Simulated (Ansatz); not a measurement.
Ansatz (a first-principles code) input (CCSD(T)/aug-cc-pVDZ):

Ansatz 0.2 input:
```yaml
crystal:
  periodic: [false, false, false]
  atoms:
    - {symbol: C, position_ang: [1.04026750, -0.37593961, -0.01423724]}
    - {symbol: N, position_ang: [-0.11684659, 0.48974460, 0.19151581]}
    - {symbol: C, position_ang: [-1.24598269, -0.02303043, -0.18381086]}
    - {symbol: H, position_ang: [1.77800493, 0.11733555, -0.66719488]}
    - {symbol: H, position_ang: [1.55320242, -0.56566915, 0.94223077]}
    - {symbol: H, position_ang: [0.76036857, -1.34627438, -0.46512181]}
    - {symbol: H, position_ang: [-2.03935871, 0.76021600, 0.03776388]}
basis:
  gaussian:
    orbitals: aug-cc-pVDZ
total_charge: -1
magnetization: {spin_polarized: false}
correlation: {method: ccsd_t, electrons: outside_noble_gas}
output: {forces: true}
```

End of the output:

```
cycle  14  -13.79060272 eV  change   -3.6e-6 eV  update   1.6e-5
cycle  15  -13.79062334 eV  change   -2.1e-5 eV  update   7.9e-6
cycle  16  -13.79062590 eV  change   -2.6e-6 eV  update   3.7e-6
cycle  17  -13.79062387 eV  change    2.0e-6 eV  update   1.9e-6
perturbative correction -0.58957855 eV, -0.0216666123 hartree
the calculation of the forces begins
Total energy: -3617.86661952 eV, -132.9541459893 hartree
Atom 0 at     1.040267    -0.375940    -0.014237 Å, force     0.300376    -0.170519    -0.030408 eV/Å
Atom 1 at    -0.116847     0.489745     0.191516 Å, force     0.745897     0.667714     0.387549 eV/Å
Atom 2 at    -1.245983    -0.023030    -0.183811 Å, force    -1.083406    -0.363458    -0.305572 eV/Å
Atom 3 at     1.778005     0.117336    -0.667195 Å, force     0.220628     0.206661    -0.230981 eV/Å
Atom 4 at     1.553202    -0.565669     0.942231 Å, force     0.139239    -0.040621     0.351711 eV/Å
Atom 5 at     0.760369    -1.346274    -0.465122 Å, force    -0.146282    -0.294999    -0.145624 eV/Å
Atom 6 at    -2.039359     0.760216     0.037764 Å, force    -0.176451    -0.004779    -0.026675 eV/Å
Dipole moment:     0.700461     0.167938     0.169109 e Å
```

It need not be the lowest isomer of its formula. Whether it binds its extra electron was not tested at this geometry.
